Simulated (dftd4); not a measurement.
C$_{5}$H$_{4}$N, charge -1, singlet, geometry from GFN2-xTB; D4 for revpbe in dftd4 4.2.0.

The dftd4 input:
```
$ dftd4 mol.xyz --func revpbe --charge -1 --json dftd4.json --noedisp

# file mol.xyz
10

N     -0.01009119     0.04340499     1.42304124
C      0.01052094     0.03727816    -1.34847513
C      0.00951876     1.27111639     0.80655258
C     -0.01866129    -1.07909310     0.73279808
C     -0.00939255    -1.16524898    -0.65007356
C      0.01944991     1.20982281    -0.62434536
H      0.01863103     0.03103198    -2.44524323
H     -0.03443770    -2.00843931     1.32435294
H     -0.01732835    -2.12753783    -1.16290677
H      0.03515870     2.15785862    -1.17623123
```

Predict the main parts of the log of this dftd4 run.


```
                    ____  _____ _____     ____  _  _
      -------------|  _ \|  ___|_   _|---|  _ \| || |------------
     |             | | | | |_    | | ___ | | | | || |_           |
     |             | |_| |  _|   | ||___|| |_| |__   _|          |
     |             |____/|_|     |_|     |____/   |_|            |
     |             ===================================           |
     |            E. Caldeweyher, S. Ehlert & S. Grimme          |
     |          Mulliken Center for Theoretical Chemistry        |
     |                    University of Bonn                     |
      -----------------------------------------------------------

Rational (Becke-Johnson) damping: revpbe-D4-ATM
---------------------
  s6         1.0000
  s8         1.7468
  s9         1.0000
  a1         0.5363
  a2         3.0726
 alp        16.0000
--------------------

Dispersion energy:      -3.6812176177953E-02 Eh

[Info] JSON dump of results written to 'dftd4.json'
```
